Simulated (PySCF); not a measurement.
The dipole of `FC(F)(F)/C=P\N([SiH3])[SiH3]` from its density and from atomic charges.

Coordinates (GFN2-xTB, Å) and charges (e) from the PBE0/pcSseg-1 density (PySCF):

```tsv
atom	x	y	z	Mulliken	IAO	Hirshfeld	ESP-fitted
F1	1.987	-1.752	0.222	-0.2800	-0.2886	-0.0918	-0.1804
C2	2.115	-0.458	0.608	+0.8401	+0.7934	+0.2523	+0.4567
F3	3.368	-0.364	1.095	-0.2730	-0.2827	-0.1011	-0.1801
F4	1.301	-0.322	1.676	-0.2750	-0.2841	-0.0851	-0.1555
C5	1.874	0.540	-0.449	-0.5705	-0.5503	-0.1752	-0.2552
P6	0.432	1.260	-0.934	+0.5886	+0.6303	+0.2057	-0.0455
N7	-0.826	0.420	-0.194	-1.0413	-0.9569	-0.2954	-0.2386
Si8	-1.042	-1.324	-0.319	+0.6364	+0.7231	+0.3316	+0.5126
Si9	-1.960	1.393	0.734	+0.6617	+0.7351	+0.3530	+0.5010
H10	2.780	0.901	-0.913	+0.1728	+0.1928	+0.0484	+0.1872
H11	-2.446	-1.489	-0.691	-0.0880	-0.1296	-0.0775	-0.1299
H12	-0.759	-1.946	0.967	-0.0556	-0.1172	-0.0766	-0.1033
H13	-0.164	-1.741	-1.408	-0.0722	-0.1057	-0.0757	-0.0737
H14	-1.612	1.245	2.146	-0.0648	-0.1240	-0.0718	-0.0975
H15	-1.760	2.765	0.267	-0.0918	-0.1117	-0.0712	-0.0840
H16	-3.296	0.882	0.448	-0.0874	-0.1241	-0.0696	-0.1138
```

Problem. Compute μ = Σ q r for each scheme (1 e·Å = 4.803 D) and compare with the dipole of the full density.

Solution. The full density gives (-1.93, 0.82, -0.77) D, 2.23 D in size; dipole vectors point from the negative to the positive end.

| scheme | μx | μy | μz | size (D) | share of the full size (%) | angle to the full dipole (°) |
| --- | --- | --- | --- | --- | --- | --- |
| Mulliken | -3.21 | 2.30 | -1.78 | 4.33 | 194 | 12 |
| IAO | -2.95 | 3.38 | -2.96 | 5.38 | 241 | 26 |
| Hirshfeld | -1.29 | 1.42 | -0.89 | 2.11 | 94 | 23 |
| ESP-fitted | -1.97 | 0.88 | -0.83 | 2.31 | 103 | 1 |

Problem. Which set comes closest?

Solution. Length of the difference vector: ESP-fitted 0.09 D, Hirshfeld 0.88 D, Mulliken 2.19 D, IAO 3.52 D. Closest: ESP-fitted. ESP charges are fitted to the potential around the molecule, whose slowest-falling term is the dipole's. The schemes that divide the density aren't constrained to reproduce the dipole.

Problem. What is left for the Hirshfeld atoms' own dipoles?

Solution. The Hirshfeld atoms' densities add up to the full density, so μ = Σ q r + Σ (atomic dipoles). The atomic dipoles sum to (-1.93, 0.82, -0.77) − (-1.29, 1.42, -0.89) = (-0.64, -0.60, 0.12) D, 0.88 D in size.

Problem. With the origin at the mean of the coordinates, (0.000, 0.001, 0.204) Å, which are the largest single terms, by size, of the Hirshfeld dipole along the direction of the full one?

Solution. Si9 +3.42, C2 -2.59, F3 +1.63, N7 -1.43, F1 +1.04 D; all 16 atoms together +1.94 D. The single terms depend on the origin, their sum doesn't.

Problem. Give the size of the full dipole in other units.

Solution. 2.23 D = 0.879 au = 0.465 e·Å = 7.45 × 10⁻³⁰ C·m.

The structure is a single GFN2-xTB conformer in the gas phase; no vibrational or solvent corrections.

The values belong to the conformer `[F:1][C:2]([F:3])([F:4])/[CH:5]=[P:6]\[N:7]([SiH3:8])[SiH3:9]`: F1–C2–C5–P6 88°, C5–P6–N7–Si8 -54°.
